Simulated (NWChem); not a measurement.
System: ammonia (NH3); SMILES N

NWChem input:

```
start job
memory heap 200 mb stack 700 mb global 900 mb
geometry units angstroms noautosym nocenter noautoz
  N      0.000000     0.000000     0.138842
  H      0.661761     0.661761    -0.266394
  H      0.242221    -0.903982    -0.266394
  H     -0.903982     0.242221    -0.266394
end
basis spherical bse
  * library x2c-svpall-s
end
relativistic
  zora on
  zora:cutoff 1d-30
end
dft
  xc xpbe96 cpbe96
  grid fine
  iterations 150
end
property
  shielding 2 1 2
end
task dft property
```

Parts of the log:

```
             Northwest Computational Chemistry Package (NWChem) 7.3.0
             --------------------------------------------------------

                             Geometry "geometry" -> ""
                             -------------------------

 Output coordinates in angstroms (scale by  1.889725989 to convert to a.u.)

  No.       Tag          Charge          X              Y              Z
 ---- ---------------- ---------- -------------- -------------- --------------
    1 N                    7.0000     0.00000000     0.00000000     0.13884200
    2 H                    1.0000     0.66176100     0.66176100    -0.26639400
    3 H                    1.0000     0.24222100    -0.90398200    -0.26639400
    4 H                    1.0000    -0.90398200     0.24222100    -0.26639400

 Effective nuclear repulsion energy (a.u.)      11.8759166753

  pbe96 is a nonlocal functional; adding pw91lda local functional.
                              NWChem Property Module
                              ----------------------

  itol2e modified to match energy
  convergence criterion.

                                 NWChem DFT Module
                                 -----------------

 Summary of "ao basis" -> "ao basis" (spherical)
 ------------------------------------------------------------------------------
       Tag                 Description            Shells   Functions and Types
 ---------------- ------------------------------  ------  ---------------------
 N                        x2c-svpall-s               7       17   3s3p1d
 H                        x2c-svpall-s               4        8   2s2p

  itol2e modified to match energy
  convergence criterion.

            General Information
            -------------------
          SCF calculation type: DFT
          Wavefunction type:  closed shell.
          No. of atoms     :     4
          No. of electrons :    10
           Alpha electrons :     5
            Beta electrons :     5
          Charge           :     0
          Spin multiplicity:     1
          Use of symmetry is: off; symmetry adaption is: off
          Maximum number of iterations: 150
          AO basis - number of functions:    41
                     number of shells:    19
          Convergence on energy requested:  1.00D-07
          Convergence on density requested:  1.00D-05
          Convergence on gradient requested:  5.00D-04

              XC Information
              --------------
          PerdewBurkeErnzerhof Exchange Functional  1.000
            Perdew 1991 LDA Correlation Functional  1.000 local
           PerdewBurkeErnz. Correlation Functional  1.000 non-local

             Grid Information
             ----------------
          Grid used for XC integration:  fine
          Radial quadrature: Mura-Knowles
          Angular quadrature: Lebedev.
          Tag              B.-S. Rad. Rad. Pts. Rad. Cut. Ang. Pts.
          ---              ---------- --------- --------- ---------
          N                   0.65       70           6.0       590
          H                   0.35       60           7.0       590
          Grid pruning is: on
          Number of quadrature shells:   250
          Spatial weights used:  Erf1

      Superposition of Atomic Density Guess
      -------------------------------------

 Sum of atomic energies:         -55.74444619
          Performing ZORA calculations
          ----------------------------

       Generating atomic ZORA corrections
       ----------------------------------

[...]

          -----------------------------------------
          Chemical Shielding Tensors (GIAO, in ppm)
          -----------------------------------------

                                NWChem CPHF Module
                                ------------------

  scftype          =     RHF
  nclosed          =        5
  nopen            =        0
  variables        =      180
  # of vectors     =        3
  tolerance        = 0.10D-03
  level shift      = 0.00D+00
  max iterations   =       50
  max subspace     =       30

 SCF residual:    1.6126329612492857E-007

Iterative solution of linear equations
  No. of variables      180
  No. of equations        3
  Maximum subspace       30
        Iterations       50
       Convergence  1.0D-04

   iter   nsub   residual    time
   ----  ------  --------  ---------
     1      3    1.88D-08      13.0

      Atom:    1  N
        Diamagnetic
    310.8330     -0.0000      0.0000
     -0.0000    310.8330      0.0000
      0.0000      0.0000    293.5315

        Paramagnetic
    -28.6558      0.0000     -0.0001
      0.0000    -28.6558     -0.0001
     -0.0001     -0.0001    -67.6905

        Total Shielding Tensor
    282.1772      0.0000     -0.0001
      0.0000    282.1772     -0.0001
     -0.0001     -0.0001    225.8411

           isotropic =     263.3985
          anisotropy =      28.1681

          Principal Components and Axis System
                 1           2           3
              282.1772    282.1771    225.8411

      1         0.7070      0.7072      0.0000
      2         0.7072     -0.7070      0.0000
      3        -0.0000     -0.0000      1.0000

      Atom:    2  H
        Diamagnetic
     32.7636      6.0322     -3.1588
      6.0322     32.7636     -3.1588
     -3.1588     -3.1588     25.6874

        Paramagnetic
      1.1687      0.6993      0.0274
      0.6993      1.1687      0.0274
      0.0274      0.0274      1.9445

        Total Shielding Tensor
     33.9323      6.7316     -3.1315
      6.7316     33.9323     -3.1315
     -3.1315     -3.1315     27.6320

           isotropic =      31.8322
          anisotropy =      15.2912

          Principal Components and Axis System
                 1           2           3
               42.0264     27.2008     26.2695

      1         0.6758     -0.7071      0.2079
      2         0.6758      0.7071      0.2079
      3        -0.2941     -0.0000      0.9558
```

Level: PBE/x2c-SVPall-s, scalar ZORA without spin-orbit coupling, GIAO. Geometry: optimised at PBE0/def2-SVP. No frequency run checked for a minimum. The printed shielding anisotropy is the first printed principal value minus the mean of the other two.
